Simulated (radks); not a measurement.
Results of a calculation; reference values are marked as such.
Task: All-electron atom: Re in [Xe] 4f14 5d5 6s2. Level of theory: non-relativistic Kohn-Sham, r2SCAN, spin-polarised, spherical densities, point nucleus; open shells are filled with parallel spins first (spin-orbit coupling, left out, can overturn this in heavy ions); meta-GGA in the generalised Kohn-Sham scheme; relativity is left out, which matters for an element this heavy (a radial shooting solver on a logarithmic mesh with Libxc functionals). Some entries of the table are withheld. Estimate them.

| orbital | occ. | eigenvalue (eV) | r(max) (bohr) | <1/r> (bohr^-1) |
|---|---|---|---|---|
| 1s down | 1 | -65643.45 | 0.01340 | 74.44 |
| 1s up | 1 | -65643.44 | 0.01340 | 74.44 |
| 2s up | 1 | -10849.36 | 0.07294 | 17.49 |
| 2s down | 1 | -10848.93 | 0.07294 | 17.49 |
| 2p up | 3 | -10400.55 | 0.05666 | 17.50 |
| 2p down | 3 | -10400.25 | 0.05665 | 17.50 |
| 3s up | 1 | -2498.592 | 0.2000 | 6.745 |
| 3s down | 1 | -2498.552 | 0.2000 | 6.746 |
| 3p up | 3 | -2290.114 | 0.1885 | 6.687 |
| 3p down | 3 | -2290.047 | 0.1885 | 6.687 |
| 3d up | 5 | -1902.291 | 0.1489 | 6.603 |
| 3d down | 5 | -1902.062 | 0.1489 | 6.603 |
| 4s up | 1 | -512.5785 | 0.4493 | 2.914 |
| 4s down | 1 | -512.3538 | 0.4494 | 2.913 |
| 4p up | 3 | -424.1015 | 0.4501 | 2.819 |
| 4p down | 3 | -423.8488 | 0.4502 | 2.818 |
| 4d up | 5 | -263.0478 | 0.4462 | 2.621 |
| 4d down | 5 | -262.7095 | 0.4463 | 2.621 |
| 5s up | 1 | -72.8433 | 1.031 | 1.147 |
| 5s down | 1 | -69.6572 | 1.024 | 1.163 |
| 4f up | 7 | -52.6359 | 0.4121 | (1) |
| 4f down | 7 | -52.0659 | 0.4120 | (2) |
| 5p up | 3 | -46.8992 | (3) | 1.032 |
| 5p down | 3 | -43.2196 | (4) | 1.050 |
| 5d up | 5 | -8.5352 | 1.399 | 0.7216 |
| 6s up | 1 | (5) | 2.770 | 0.3887 |
| 5d down | 0 | -4.3159 | 1.372 | 0.6939 |
| 6s down | 1 | (6) | 3.116 | 0.3263 |

Result: 
(1) 4f up <1/r> (bohr^-1): 2.207
(2) 4f down <1/r> (bohr^-1): 2.216
(3) 5p up r(max) (bohr): 1.107
(4) 5p down r(max) (bohr): 1.096
(5) 6s up eigenvalue (eV): -5.6236
(6) 6s down eigenvalue (eV): -4.2290
